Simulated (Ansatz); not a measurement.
```yaml
crystal:
  periodic: [false, false, false]
  atoms:
    - {symbol: C, position_ang: [-1.305068, -1.193132, 1.331949]}
    - {symbol: C, position_ang: [-0.581011, -0.746121, 0.342794]}
    - {symbol: N, position_ang: [0.076033, -0.380603, -0.604201]}
    - {symbol: Si, position_ang: [1.079345, 0.928168, -1.029761]}
    - {symbol: F, position_ang: [1.066094, 2.080892, 0.054589]}
    - {symbol: F, position_ang: [0.506522, 1.542992, -2.365823]}
    - {symbol: H, position_ang: [-2.352644, -0.933487, 1.394762]}
    - {symbol: H, position_ang: [-0.856150, -1.814178, 2.094504]}
    - {symbol: H, position_ang: [2.455379, 0.469171, -1.235913]}
basis:
  gaussian: {orbitals: cc-pVTZ-DK, point_charges: [{charge: 0.50, position_ang: [5.122, -0.546, 0.464]}]}
magnetization: {spin_polarized: true, initial_magnetization: 1}
hamiltonian: {xc: {name: PBE}, dispersion: d4}
output: {forces: true}
```

```sh
$ ansatz run in.yaml --threads 4 --pin off --events-out ev --progress --plain --max-ram 10444MiB
```

Output, abridged:

```
Error: a molecule whose nuclei and cores have a total charge of 54 cannot have a net charge of 0 together with 1 unpaired electrons
```

Problem. Something in this input is off. What?

Solution. The number of unpaired electrons doesn't fit the electron count. The input was rejected before any iteration.
